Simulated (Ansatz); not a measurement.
The cluster Au₂F₂⁻. Total charge -1; quartet. Geometry r2SCAN-D4/def2-TZVPD; atoms count from 1.

Cartesian coordinates in Å:
```
Au -0.192 -0.209 1.281
Au 0.192 0.208 -1.281
F 1.771 -0.236 1.906
F -1.771 0.238 -1.905
```

In the def2 sets Au takes a core potential; there is no spin–orbit coupling. At PBE0-D4/def2-TZVPD a doublet of charge -1 lies 2.88 eV below the quartet, each at its own geometry. The structure comes from a short search, and lower isomers may exist.

Problem. Estimate the Mulliken populations from the PBE0/def2-TZVPD orbitals of Ansatz.

Solution. 
```json
{"atom": "Au1", "charge (e)": "0.06", "spin (α − β)": "1.31", "d electrons": "9.39"}
{"atom": "Au2", "charge (e)": "0.06", "spin (α − β)": "1.31", "d electrons": "9.39"}
{"atom": "F3", "charge (e)": "-0.56", "spin (α − β)": "0.19", "d electrons": "–"}
{"atom": "F4", "charge (e)": "-0.56", "spin (α − β)": "0.19", "d electrons": "–"}
```
Mulliken values depend strongly on the basis. With diffuse functions, as here, like atoms can get unlike values, and bond orders can come out too low or too high.

Problem. Where does the spin sit?

Solution. Summed by element: Au 2.62, F 0.38, of 3 unpaired in all. Largest on single atoms: Au1 1.31, Au2 1.31, F4 0.19.

Problem. And the Mayer bond orders between heavy atoms (over 0.3)?

Solution. Au1–Au2 0.94 (2.62 Å); Au1–F3 0.35 (2.06 Å); Au2–F4 0.35 (2.06 Å).
